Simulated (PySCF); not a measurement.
C2H6Zn, singlet, at a GFN2-xTB geometry (such geometries of metal compounds can be far from the true shape). Base run: HF/pcseg-1 (PySCF).

Geometry (Å):
```xyz
9

Zn     0.0000     0.0000     0.0000
C      1.5817     0.2271    -1.2717
H      2.2905    -0.5916    -1.1830
H      2.1281     1.1455    -1.0747
H      1.2621     0.2620    -2.3097
C     -1.5817    -0.2271     1.2717
H     -2.1281    -1.1455     1.0747
H     -2.2905     0.5916     1.1830
H     -1.2621    -0.2620     2.3097
```
Charge 0, spin multiplicity 1.
All else is at PySCF's defaults.

Each row names what was changed in the base input (with any setting that the change needs).

```
change                                                                                         basis functions       E (Eh)  HOMO (eV)  HOMO-LUMO gap (eV)
---------------------------------------------------------------------------------------------  ---------------  -----------  ---------  ------------------
base                                                                                                        89  -1856.75716      -9.70               12.45
basis = jorge-DZP-DKH; relativity = spin-free X2C; nucleus = Gaussian (with mol.nucmod = 'G')              103  -1873.31589      -9.61               12.05
basis = x2c-TZVPall; relativity = none                                                                     146  -1850.41027      -9.65               11.84
basis = x2c-SVPall; relativity = spin-free X2C; nucleus = Gaussian (with mol.nucmod = 'G')                  94  -1873.11348      -9.62               12.03
basis = x2c-TZVPall; relativity = spin-free X2C                                                            146  -1873.52255      -9.64               11.87
basis = jorge-DZP-DKH; relativity = spin-free X2C                                                          103  -1873.32375      -9.61               12.05
basis = jorge-DZP-DKH; relativity = none                                                                   103  -1851.95472      -9.63               12.04
basis = x2c-SVPall; relativity = none                                                                       94  -1850.83431      -9.66               12.04
basis = x2c-TZVPall; relativity = spin-free X2C; nucleus = Gaussian (with mol.nucmod = 'G')                146  -1873.51485      -9.64               11.87
basis = x2c-SVPall; relativity = spin-free X2C                                                              94  -1873.12061      -9.62               12.03
```

Total energies compare only within one method and basis.

Basis sets contracted for a relativistic Hamiltonian are a mismatch without it, so the rows without relativity aren't non-relativistic limits. No row has spin-orbit coupling; sets with core potentials leave out the core electrons.
